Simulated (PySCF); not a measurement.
Ga(Cl)(OH)2 (ClGaH2O2), SMILES [OH][Ga]([OH])[Cl]. Geometry optimised at B3LYP-D3(BJ)/def2-SVP. The values are those of a single conformer.

Problem. Give the equilibrium geometry at B3LYP-D3(BJ)/def2-SVP (PySCF confirms it by a frequency run) as a Z-matrix, and its point group. (An estimate is asked for; the answer gives what the named calculation found.)

Solution. Several could match; the one computed here: point group Cs.
```
Ga
O 1 1.7742
H 2 0.9672 1 112.56
O 1 1.7804 2 119.79 3 0.00
H 4 0.9666 1 113.73 2 180.00
Cl 1 2.1436 2 118.78 3 180.00
```
Charge 0, spin multiplicity 1.
